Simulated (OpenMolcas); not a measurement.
Ta3+ (d2) among equal point charges was computed by CASSCF with the d shell active (OpenMolcas, ANO-RCC-VTZP on the metal). Its lowest spin-free states, and all those of the highest spin:

```tsv
2S+1	Degeneracy	E (cm-1)
3	2	0.0
3	1	688.1
3	2	2115
3	2	2796
1	1	5642
1	2	8404
1	2	9450
3	1	10069
1	2	14534
3	2	15824
1	2	17257
1	2	18583
```

Is the site octahedral, tetrahedral or cube-like, axial, or of lower symmetry?

The states with 2S+1 = 3 have orbital degeneracies 2, 1, 2, 2, 1, 2. There are pairs but no triples, so the site is axial: not cubic, but with a proper or improper axis of order three or more. The run had Ta3+ among 2 point charges of -0.5 e arranged as a linear pair (D∞h), 1.98 Å from the ion.

Without dynamic correlation the repulsion within the d shell is too large (B by tens of per cent), so at a given field states of lower spin stand too high. The ground term spreads over less than 5000 cm-1, several times less than with real ligands, so orbital moments are less quenched and χT lies further from the spin-only value than at real sites. This is an electrostatic model: the charges have no orbitals. No measured value stands beside these numbers.
